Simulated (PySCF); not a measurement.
## V⁺ (vanadium, charge +1) across methods

[Ar] 3d3 4s1, high-spin 5F determinant (an excited configuration). Computed with PySCF 2.14 in x2c-QZVPPall with one added diffuse shell each of s, p, d, f, g type (12s8p6d4f3g, 121 functions), with scalar relativity by spin-free X2C-1e. The B2PLYP total includes its PT2 part (frozen core); its orbital energies are those of the SCF part.

```
 method  E (hartree)  mean ε 3p β (eV)  mean ε 3d α (eV)  mean ε 4s α (eV)  Σ⟨r²⟩ (bohr²)   ⟨S²⟩
   PBE0     -948.742           -52.282           -15.842           -12.142          27.59  6.001
LC-wPBE     -948.769           -54.967           -18.626           -14.265          27.54  6.001
    PBE     -948.711           -49.642           -13.886           -11.494          27.68  6.000
    UHF   -947.94862           -58.911           -21.272           -13.720          27.93  6.002
 B2PLYP     -948.687           -54.747           -17.771           -12.680          27.64  6.001
    LDA     -946.725           -49.753           -13.933           -11.722          27.55  6.000
   BLYP     -948.987           -49.477           -13.711           -11.361          27.64  6.000
```

Q: Estimate the same row for r2SCAN.

A: E (hartree) = -948.916; mean ε 3p β (eV) = -50.401; mean ε 3d α (eV) = -14.384; mean ε 4s α (eV) = -11.697; Σ⟨r²⟩ (bohr²) = 27.47; ⟨S²⟩ = 6.001.
